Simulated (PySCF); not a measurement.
dichloro(silyl)silane (Cl2H4Si2), SMILES [SiH3][SiH](Cl)Cl.

Coordinates come from a PBE0-D3(BJ)/def2-SVP optimisation.

Calculation: TDDFT-PBE/def2-SVPD (PySCF 2.14.0).

Vertical excitations. The molecule is in vacuum. State labels are in the subgroup Cs.

```json
[
 {"state": "S1", "symmetry": "A'", "energy (eV)": "5.81", "λ (nm)": "214", "f": "0.016", "main pairs": "HOMO→LUMO 97 %"},
 {"state": "S2", "symmetry": "A\"", "energy (eV)": "5.98", "λ (nm)": "207", "f": "0.012", "main pairs": "HOMO→LUMO+1 97 %"},
 {"state": "S3", "symmetry": "A'", "energy (eV)": "6.62", "λ (nm)": "187", "f": "0.054", "main pairs": "HOMO→LUMO+2 85 %"},
 {"state": "S4", "symmetry": "A\"", "energy (eV)": "6.62", "λ (nm)": "187", "f": "0.013", "main pairs": "HOMO−1→LUMO 90 %"},
 {"state": "S5", "symmetry": "A'", "energy (eV)": "6.70", "λ (nm)": "185", "f": "0.011", "main pairs": "HOMO−1→LUMO+1 87 %"},
 {"state": "S6", "symmetry": "A\"", "energy (eV)": "6.77", "λ (nm)": "183", "f": "0.006", "main pairs": "HOMO−2→LUMO 93 %"},
 {"state": "S7", "symmetry": "A'", "energy (eV)": "6.87", "λ (nm)": "180", "f": "0.003", "main pairs": "HOMO−3→LUMO 44 %, HOMO−2→LUMO+1 26 %, HOMO→LUMO+3 25 %"},
 {"state": "S8", "symmetry": "A'", "energy (eV)": "6.91", "λ (nm)": "179", "f": "0.009", "main pairs": "HOMO−2→LUMO+1 44 %, HOMO−3→LUMO 44 %, HOMO→LUMO+3 7 %"},
 {"state": "S9", "symmetry": "A'", "energy (eV)": "7.03", "λ (nm)": "176", "f": "0.153", "main pairs": "HOMO→LUMO+3 59 %, HOMO−2→LUMO+1 21 %"},
 {"state": "S10", "symmetry": "A\"", "energy (eV)": "7.11", "λ (nm)": "174", "f": "0.036", "main pairs": "HOMO−3→LUMO+1 85 %"},
 {"state": "T1", "symmetry": "A'", "energy (eV)": "5.32", "λ (nm)": "233", "f": "0", "main pairs": "HOMO→LUMO 98 %"},
 {"state": "T2", "symmetry": "A\"", "energy (eV)": "5.42", "λ (nm)": "229", "f": "0", "main pairs": "HOMO→LUMO+1 99 %"},
 {"state": "T3", "symmetry": "A'", "energy (eV)": "6.02", "λ (nm)": "206", "f": "0", "main pairs": "HOMO→LUMO+2 98 %"},
 {"state": "T4", "symmetry": "A\"", "energy (eV)": "6.27", "λ (nm)": "198", "f": "0", "main pairs": "HOMO−1→LUMO 99 %"}
]
```
Triplets are in the Tamm–Dancoff approximation, which puts them higher than full response would, so one can lie above its singlet here.
